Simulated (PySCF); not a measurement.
# Stationary points of ScSCl

Computed with PySCF, PBE0, basis Sc def2-TZVP, S def2-TZVP, Cl def2-TZVP (no relativity, density fitting).

Relaxations began from a few typed shapes. The search is not exhaustive: other isomers or separated fragments can lie lower, and high-lying points may rest on an excited occupation.

Task: Which is the lowest minimum found?
A. singlet C∞v: Sc–Cl 2.369 Å, Sc–S 2.156 Å; Cl–Sc–S 180.0°
B. singlet Cs: Sc–Cl 2.311 Å, Sc–S 2.140 Å; Cl–Sc–S 126.5°

Result: B. The others lie at 17.7 (singlet C∞v, a saddle point) kJ/mol above it.

Formally Sc is in oxidation state +3, d0. The polar-tensor charge on Sc, 1.57, is far below the formal one.
